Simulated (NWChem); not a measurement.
AlGeH4OF; SMILES [F][Al]([OH])[GeH3]

```xyz
8

Al    -0.0026     1.0804     0.0018
F      1.4044     1.9698    -0.0007
Ge     0.0225    -1.3810     0.0001
H      0.5846    -1.9374    -1.3316
H      0.9162    -1.9420     1.1332
H     -1.3964    -1.9665     0.1874
O     -1.4887     1.9221    -0.0005
H     -1.5193     2.8879    -0.0053
```
Atoms are numbered in this order, from 1.

Program: NWChem. Coordinates come from a B3LYP/6-31G* (spherical d) optimisation. Level r2SCAN/def2-SVP: energy and gradient on several grids; changes count from the extra-fine grid, which is no exact limit either.

### Question
Which is the coarsest grid (xfine; medium; coarse; xcoarse; fine) from which on the energy stays within 50 μHa and each gradient component within 100 μHa/bohr of xfine?

### Answer
fine.
```json
[
 {"grid": "xcoarse", "size of the energy change (μHa)": "20000", "largest change of a gradient component (μHa/bohr)": "8000", "time, medium = 1 (rough)": "about 1"},
 {"grid": "coarse", "size of the energy change (μHa)": "400", "largest change of a gradient component (μHa/bohr)": "700", "time, medium = 1 (rough)": "about 1"},
 {"grid": "medium", "size of the energy change (μHa)": "300", "largest change of a gradient component (μHa/bohr)": "50", "time, medium = 1 (rough)": "about 1"},
 {"grid": "fine", "size of the energy change (μHa)": "10", "largest change of a gradient component (μHa/bohr)": "30", "time, medium = 1 (rough)": "about 1"},
 {"grid": "xfine", "size of the energy change (μHa)": "< 10", "largest change of a gradient component (μHa/bohr)": "< 30", "time, medium = 1 (rough)": "2"}
]
```
